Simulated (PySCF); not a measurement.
Species: C6H5Cl.
Atom-mapped SMILES: `[Cl:1][CH:2]=[C:3]1[CH:4]=[CH:5][CH:6]=[CH:7]1` (hydrogens: H8 on C2; H9 on C4; H10 on C5; H11 on C6; H12 on C7)

The same species was optimised twice, with GFN2-xTB and with PBE0-D3(BJ)/def2-SVP (PySCF), and the same property calculations (PySCF, gas phase) were run on both structures.

```csv
coordinate,GFN2-xTB,PBE0-D3(BJ)/def2-SVP,change
C5–C6 (Å),1.455,1.467,+0.012
C4=C5 (Å),1.345,1.357,+0.012
C6=C7 (Å),1.344,1.356,+0.012
C2=C3 (Å),1.339,1.347,+0.008
C3–C7 (Å),1.461,1.469,+0.008
Cl1–C2 (Å),1.705,1.711,+0.006
C3–C4 (Å),1.458,1.463,+0.005
C4–C3–C7 (°),106.1,107.0,+0.9
C2–C3–C7 (°),125.1,124.1,-1.0
C3–C4–C5 (°),108.0,107.3,-0.7
C3–C7–C6 (°),107.9,107.4,-0.5
Cl1–C2–C3 (°),123.8,124.2,+0.4
C4–C5–C6 (°),109.1,109.3,+0.2
C5–C6–C7 (°),109.0,109.0,0.0
C2–C3–C4 (°),128.9,128.9,0.0
```

Rotational constants: A = 7196, B = 1282, C = 1088 MHz (GFN2-xTB) against A = 7088, B = 1268, C = 1075 MHz (PBE0-D3(BJ)/def2-SVP). Point groups within 0.08 Å: Cs and Cs.

On the GFN2-xTB structure: lowest singlet, TDDFT (eV) 3.42 [CAM-B3LYP/def2-SVPD]; isotropic polarisability (au) 86.6 [CAM-B3LYP/def2-SVPD]; HOMO (eV) -7.85 [CAM-B3LYP/def2-SVPD]; LUMO (eV) -1.16 [CAM-B3LYP/def2-SVPD]; dipole (D) 0.90 [CAM-B3LYP/def2-SVPD].

Question: What do these properties become on the PBE0-D3(BJ)/def2-SVP structure?

Answer: 
```json
{"property": "lowest singlet, TDDFT (eV)", "level": "CAM-B3LYP/def2-SVPD", "on GFN2-xTB": "3.42", "on PBE0-D3(BJ)/def2-SVP": "3.40", "change": "-0.02"}
{"property": "isotropic polarisability (au)", "level": "CAM-B3LYP/def2-SVPD", "on GFN2-xTB": "86.6", "on PBE0-D3(BJ)/def2-SVP": "88.1", "change": "+1.5"}
{"property": "HOMO (eV)", "level": "CAM-B3LYP/def2-SVPD", "on GFN2-xTB": "-7.85", "on PBE0-D3(BJ)/def2-SVP": "-7.84", "change": "+0.01"}
{"property": "LUMO (eV)", "level": "CAM-B3LYP/def2-SVPD", "on GFN2-xTB": "-1.16", "on PBE0-D3(BJ)/def2-SVP": "-1.19", "change": "-0.03"}
{"property": "dipole (D)", "level": "CAM-B3LYP/def2-SVPD", "on GFN2-xTB": "0.90", "on PBE0-D3(BJ)/def2-SVP": "0.90", "change": "0.00"}
{"property": "energy, GFN2-xTB geometry as zero (kcal/mol)", "level": "CAM-B3LYP/def2-SVPD", "on GFN2-xTB": "0.0", "on PBE0-D3(BJ)/def2-SVP": "-0.7", "change": "-0.7"}
```

The heavy atoms differ by 0.013 Å rms after alignment. Among bonds between heavy atoms C4=C5, C5–C6 and C6=C7 change most and about equally (+0.012 Å). Changes are differences of the printed values. Neither structure is proved a minimum here.
